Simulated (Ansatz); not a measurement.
H₆O₄SSi₂ (`O[SiH2]S[Si](O)(O)O`). Total charge 0; spin multiplicity 1. The geometry is a stationary point of PBE0-D4/def2-TZVP. It is one conformer, not always the lowest.

```xyz
13

O    -1.159   -1.142   -1.080
Si   -1.961   -0.499    0.210
S    -0.727    0.912    1.246
Si    1.105    0.429    0.252
O     2.281    1.326    0.921
O     0.987    0.833   -1.336
O     1.482   -1.147    0.334
H    -0.718   -0.517   -1.668
H    -3.197    0.218   -0.190
H    -2.288   -1.656    1.072
H     2.457    1.222    1.857
H     0.880    1.767   -1.527
H     0.858   -1.745   -0.089
```

Question: What is the dipole moment at ωB97M-V/def2-TZVPP? (An estimate is asked.)

Answer: Computed: 1.22 D, with components (-0.62, 1.02, -0.21) D in this frame, pointing from negative to positive charge.

Question: And with PBE, r2SCAN, B3LYP? (Estimate.)

Answer: Ansatz gave: PBE 1.11 D, r2SCAN 1.13 D, B3LYP 1.22 D.

Question: Give the Mulliken charges with ωB97M-V, B3LYP, r2SCAN in def2-TZVPP. (An estimate is asked.)

Answer: The calculation gave: 
```
atom  ωB97M-V  B3LYP  r2SCAN
  O1    -0.42  -0.42   -0.44
 Si2     0.41   0.51    0.53
  S3    -0.32  -0.37   -0.38
 Si4     0.72   0.79    0.80
  O5    -0.38  -0.39   -0.41
  O6    -0.39  -0.41   -0.43
  O7    -0.36  -0.37   -0.39
  H8     0.21   0.21    0.22
  H9    -0.03  -0.07   -0.08
 H10    -0.02  -0.06   -0.07
 H11     0.19   0.19    0.21
 H12     0.20   0.20    0.22
 H13     0.19   0.20    0.21
```

B3LYP here is the variant with VWN-RPA as its local correlation; programs differ in this.
